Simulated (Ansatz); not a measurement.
FGeH4In can be A, `[F][InH][GeH3]`, or B, `[F][GeH2][InH2]`.

Gas-phase electronic energies from Ansatz, PBE0-D4/def2-TZVP geometries. CCSD(T)/CBS adds triple-zeta CCSD(T) − MP2 to the extrapolated MP2 energy (def2 sets, frozen cores). Functionals use def2-TZVPP. B3LYP here is the variant with VWN-RPA as its local correlation; programs differ in this. Elements past krypton have def2 core potentials. For Ge, In outer-core shells are correlated without core-valence functions, which leaves a few kJ/mol of doubt a bond. Scalar relativity is left out up to krypton.

(1) Which is lower in electronic energy at CCSD(T)/CBS, and by how much? (Best estimate.)

(2) Give E(B) − E(A) in kJ/mol with ωB97M-V, CCSD(T)/def2-SVP, CCSD/def2-TZVPP, CCSD(T)/def2-TZVPP, LDA (SPW92), MP2/def2-TZVPP, B3LYP-D4. (Estimate.)

(3) Does the order hold for the free energy at 298.15 K (harmonic terms from PBE0-D4)? (Estimate.)

Largest T1 diagnostic: 0.015.

Answers

(1) Computed: A, by 40.6 kJ/mol.

(2) Ansatz gave: ωB97M-V 29.8, CCSD(T)/def2-SVP 34.4, CCSD/def2-TZVPP 29.2, CCSD(T)/def2-TZVPP 31.1, LDA (SPW92) 34.6, MP2/def2-TZVPP 34.0, B3LYP-D4 33.3. None reverses the order clearly.

(3) Computed: Yes: G(B) − G(A) = +41.6 kJ/mol. Modes under 60 cm⁻¹, often nearly free rotors, make the harmonic entropy too high.

In def2-TZVPP, CCSD(T) changes the Hartree–Fock value by +10.6 kJ/mol (the triples alone add +1.9 kJ/mol) and MP2 by +13.5 kJ/mol. Leaving LDA and LC-ωPBE aside and taking each functional with its dispersion term where it has one, the values, not all of them listed here, spread over 8.8 kJ/mol, from BHLYP-D4 to PBE-D4. LDA lies −3.0 kJ/mol from PBE without D4.
